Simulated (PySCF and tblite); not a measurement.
The numbers below are computed, except where a source is named.
C₄H₁₁FSi, numbered as in [CH3:1][C@H:2]([SiH3:3])[CH2:4][CH2:5][F:6].

Search: ETKDG and KDG, MMFF94s, GFN2-xTB, 90 starts; geometries at GFN2-xTB. Weights use HSE06-D3(BJ)/pcseg-1 (IEF-PCM, methanol) energies plus GFN2-xTB zero-point and thermal terms (modes under about 100 cm⁻¹ blended into free rotors). Symmetry numbers and mirror images are counted. Conformers within 3 kcal/mol (GFN2-xTB free energy) were kept, 4 at most. Run with PySCF (density fitting) and tblite.

Torsions listed: Si3–C2–C4–C5, C2–C4–C5–F6.

| conformer | shape | symmetry | dipole D |
| --- | --- | --- | --- |
| 1 | 59°, -74° | C1 | 2.92 |
| 2 | 64°, 176° | C1 | 2.14 |
| 3 | 172°, -172° | C1 | 2.21 |
| 4 | 62°, 59° | C1 | 2.07 |

Question: Which of these conformers is the most populated at 298.15 K, and with what share?

Answer: Conformer 4, about 40 %. The lead over the next is within the error of the method.

Question: Give the DFT energies and free energies relative to the lowest, and all weights.

Answer: 
```json
{"conformer": "1", "shape": "59°, -74°", "E(DFT) kcal/mol": "0.00", "G(298.15 K) kcal/mol": "0.22", "weight %": "27.4"}
{"conformer": "2", "shape": "64°, 176°", "E(DFT) kcal/mol": "0.85", "G(298.15 K) kcal/mol": "0.53", "weight %": "16.2"}
{"conformer": "3", "shape": "172°, -172°", "E(DFT) kcal/mol": "0.91", "G(298.15 K) kcal/mol": "0.51", "weight %": "16.8"}
{"conformer": "4", "shape": "62°, 59°", "E(DFT) kcal/mol": "0.14", "G(298.15 K) kcal/mol": "0.00", "weight %": "39.6"}
```

Question: How does its share change from 220 K to 380 K?

Answer: From 45 % to 36 %; the mixing entropy goes from 2.45 to 2.69 cal/(mol K).
